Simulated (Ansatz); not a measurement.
A made-up structure of B2H3OF, closed shell:

B1  (0.008, 0.019, 0.013)
O2  (-0.737, 1.023, 0.484)
B3  (0.750, -0.978, -0.463)
F4  (0.144, -2.050, -0.951)
H5  (-0.983, 1.017, 1.423)
H6  (-1.004, 1.728, -0.126)
H7  (1.942, -0.923, -0.458)
(Å)

It is relaxed with PBE-D4/def2-SVP and then PBE0-D4/def2-TZVP (Ansatz 0.2.0). Atoms count as bonded within 1.22 times the sum of their covalent radii (H–H: 0.88 Å). The end point is not checked to be a true minimum.

Question: Does its bonding change? (A judgement: the text doesn't fix the answer.)

Answer: By the calculation: Yes. Formed: B1–H7; broken: B3–H7.

Where it ends: The first stage lowers the energy by 2.67 eV in 30 steps. It ends as B₂H₃OF ([OH2][BH][B][F]):
```csv
atom,x (Å),y (Å),z (Å)
B1,0.6344,-0.1065,0.1994
O2,-0.4168,1.0579,0.5177
B3,0.2132,-1.2317,-0.7310
F4,-0.0945,-2.2144,-1.5195
H5,-1.2001,0.7220,0.9655
H6,-0.6769,1.5331,-0.2781
H7,1.6610,0.0760,0.7693
```

Labels in which every atom is bracketed show which atoms are joined, not bond orders.

For scale, one of the runs: PBE0-D4/def2-TZVP relaxation, 142 basis functions, launched by `ansatz run in.yaml --threads 2 --pin off --events-out ev --progress --plain --max-ram 4352MiB`. The run took about 8 s on 2 CPU threads of an AMD EPYC 9R45 (shared host).
